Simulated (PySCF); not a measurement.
# Lu(III) with more and more H2O

Computed with PySCF 2.14.0, PBE0, def2-SVP on the ligands, density fitting, scalar-relativistic core potentials, no spin-orbit coupling, vacuum. The metal has lcecp-1-SVP with ECP60. Each complex is relaxed within the symmetry of its template. Distances are means of the shortest metal–ligand contacts, charges and spins Mulliken's; removal energies are rigid, with the ligand's formal charge and no counterpoise, so too large; for an anion taken off a cation in vacuum most of it is the attraction of opposite charges, and multiply charged cations can part far more cheaply with an electron moved from ligand to metal. lcecp potentials hold a fixed number of 4f electrons in the core, out of states, spins and gaps.

| complex | point group | M–H2O (Å) | charge on M (e) | removal of one H2O (eV) | strongest infrared band, degenerate modes summed (cm⁻¹) | unstable modes (below −25 cm⁻¹) |
| --- | --- | --- | --- | --- | --- | --- |
| [Lu(H2O)8]3+ | D4d | 2.385 | 0.90 | 2.01 | – | 6 |
| [Lu(H2O)9]3+ | D3h | 2.431 | 0.70 | 1.73 | – | 7 |

Q: Order these by the metal–ligand distance, lowest first.
A. [Lu(H2O)4]3+
B. [Lu(H2O)3]3+
C. [Lu(H2O)]3+

A: C (2.111), B (2.187), A (2.214).

Q: What else do they give?

A: 
```
     complex  point group  M–H2O (Å)  charge on M (e)  removal of one H2O (eV)  strongest infrared band, degenerate modes summed (cm⁻¹)    unstable modes (below −25 cm⁻¹)
 [Lu(H2O)]3+          C2v      2.111             2.52                     5.59                                                     3363                                  0
[Lu(H2O)3]3+           D3      2.187             1.90                     4.10                                                     3550  0 (lowest -21 cm⁻¹, within noise)
[Lu(H2O)4]3+           S4      2.214             1.66                     3.65                                                        –                          not given
```

The more ligands, the longer each bond and the weaker the last ligand is held.

Members with unstable modes aren't minima as they stand: saddle points kept by symmetry or, where the modes are soft, flat surfaces and noise. Moved off a saddle point of the template and relaxed again: [Lu(H2O)3]3+, [Lu(H2O)4]3+. One start shape was tried for each, so a minimum needn't be the lowest isomer.
